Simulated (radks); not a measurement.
The numbers below are computed, except where a source is named.
Task: In XXIII, configuration [Ar] 3d9. Code: a radial shooting solver on a logarithmic mesh with Libxc functionals. Model: Dirac Kohn-Sham, BLYP, spin-unpolarised, spherical densities, finite nucleus; open shells fill j = l - 1/2 first; Fermi nuclear charge, rms radius 4.6156 fm. Some entries of the table are withheld. Estimate them.

orbital  occ.  eigenvalue (hartree)  <1/r> (bohr^-1)  r(max) (bohr)
1s1/2       2             -1045.463            51.86        0.01921
2s1/2       2             -178.0433            12.03         0.1086
2p1/2       2             -167.9026              (1)        0.08372
2p3/2       4             -160.1136              (2)        0.08814
3s1/2       2             -52.57385            4.338            (3)
3p1/2       2                   (4)              (5)         0.2974
3p3/2       4                   (6)              (7)         0.3071
3d3/2       4             -39.94989              (8)         0.2497
3d5/2       5             -39.63399              (9)         0.2525

Result: 
(1) 2p1/2 <1/r> (bohr^-1): 12.01
(2) 2p3/2 <1/r> (bohr^-1): 11.21
(3) 3s1/2 r(max) (bohr): 0.3118
(4) 3p1/2 eigenvalue (hartree): -48.50846
(5) 3p1/2 <1/r> (bohr^-1): 4.256
(6) 3p3/2 eigenvalue (hartree): -47.01595
(7) 3p3/2 <1/r> (bohr^-1): 4.064
(8) 3d3/2 <1/r> (bohr^-1): 3.925
(9) 3d5/2 <1/r> (bohr^-1): 3.875
